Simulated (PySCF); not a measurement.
Compound: C6H11F3N (charge +1).
Atom-mapped SMILES: `[F:1][C:2]([F:3])([F:4])[CH2:5][NH+:6]1[CH2:7][CH2:8][CH2:9][CH2:10]1` (hydrogens: H11, H12 on C5; H13 on N6; H14, H15 on C7; H16, H17 on C8; H18, H19 on C9; H20, H21 on C10)

Method used: PBE0-D3(BJ)/def2-SVP geometry optimisation, gas phase (PySCF).

List the bond lengths, angles and torsions at this level.

| bond | length (Å) |
| --- | --- |
| F1–C2 | 1.339 |
| C2–F3 | 1.314 |
| C2–F4 | 1.328 |
| C2–C5 | 1.523 |
| C5–N6 | 1.479 |
| N6–C7, N6–C10 | 1.507 |
| C7–C8 | 1.516 |
| C8–C9 | 1.542 |
| C9–C10 | 1.531 |
| C5–H11, C5–H12 | 1.099 |
| N6–H13 | 1.030 |
| C7–H14, C10–H20 | 1.097 |
| C7–H15, C10–H21 | 1.100 |
| C8–H16, C9–H19 | 1.098 |
| C8–H17, C9–H18 | 1.099 |

Bonds in one row agree within 0.01 Å and their mean is given. A selection of angles:
| angle | degrees |
| --- | --- |
| F1–C2–F3 | 109.5 |
| F1–C2–F4 | 107.8 |
| F1–C2–C5 | 108.8 |
| F4–C2–C5 | 111.6 |
| C2–C5–N6 | 111.3 |
| C5–N6–C7 | 114.2 |
| C5–N6–C10 | 116.3 |
| C7–N6–C10 | 104.4 |
| N6–C7–C8 | 103.1 |
| C7–C8–C9 | 104.9 |
| N6–C10–C9 | 105.0 |
| H13–N6–C5 | 106.8 |
| H13–N6–C7 | 107.2 |
| H13–N6–C10 | 107.4 |

Torsions: F1–C2–C5–N6 49° (synclinal); C2–C5–N6–C7 -167° (antiperiplanar); C5–N6–C7–C8 -170° (antiperiplanar); N6–C7–C8–C9 34° (synclinal); C7–C8–C9–C10 -14° (synperiplanar); C8–C9–C10–N6 -11° (synperiplanar); C5–N6–C10–C9 160° (antiperiplanar). The mirror-image conformer, all signs reversed, is as good.

The C–F distances run from 1.314 Å (C2–F3, drawn single) to 1.339 Å (F1–C2, drawn single), a spread of 0.025 Å. The 5-membered ring N6–C7–C8–C9–C10 has internal angles of 103.1° to 106.1°; it is puckered, 0.17 Å rms from its mean plane, widest ring torsion 41°. The 3 C–N bonds span 1.479 Å (C5–N6, drawn single) to 1.511 Å (N6–C10, drawn single), a spread of 0.032 Å. The C–C distances run from 1.516 Å (C7–C8, drawn single) to 1.542 Å (C8–C9, drawn single), a spread of 0.026 Å. N6 (ammonium nitrogen) is distorted tetrahedral (angles from 104.4° to 116.3°). H13 on N6 lies 2.27 Å from F1, 4 bonds away (angle at H 105°; Bondi radii sum to 2.67 Å). Of the pairs four or more bonds apart, those above aside, F4···H20 is among the closest relative to their van der Waals radii: 2.48 Å, 93 % of the sum of Bondi's values.

Point group: C1 (no symmetry element, even within 0.4 Å). Whether it is a minimum is left open (no frequencies).

Time: 4.2 min of wall time. Hardware: one thread, Arm Neoverse V1, shared host. These figures are those of the optimisation.
